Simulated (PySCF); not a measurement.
Task: Write Cartesian coordinates for butanoyl bromide, `CCCC(=O)Br` as optimised with PBE0-D3(BJ)/def2-SVP.

Result: 
```
atom  x, y, z in Å
C1    -1.177    0.392    0.432
C2    -0.246   -0.689   -0.095
C3     1.049   -0.149   -0.686
C4     1.987    0.416    0.340
O5     1.870    0.407    1.514
Br6    3.588    1.220   -0.494
H7    -2.112   -0.045    0.811
H8    -1.442    1.111   -0.359
H9    -0.712    0.950    1.258
H10   -0.754   -1.273   -0.880
H11   -0.001   -1.400    0.710
H12    0.869    0.638   -1.438
H13    1.619   -0.929   -1.219
```

Orientation and origin are arbitrary. Atoms count from 1 in this order. Of the pairs four or more bonds apart, O5···H9 is among the closest relative to their van der Waals radii: 2.65 Å, 97 % of the sum of Bondi's values. The C–C distances run from 1.501 Å (C3–C4, drawn single) to 1.522 Å (C2–C3, drawn single), a spread of 0.021 Å.

Bonds between heavy atoms (Å): C1–C2 1.521, C2–C3 1.522, C3–C4 1.501, C4=O5 1.180, C4–Br6 1.977.

Theory: PySCF, PBE0-D3(BJ)/def2-SVP geometry optimisation, gas phase.

Point group: C1 (no symmetry element, even within 0.4 Å). Stationary, but not proved a minimum. The numbers are those of one conformer (C1–C2–C3–C4 70°, C2–C3–C4–O5 5°).
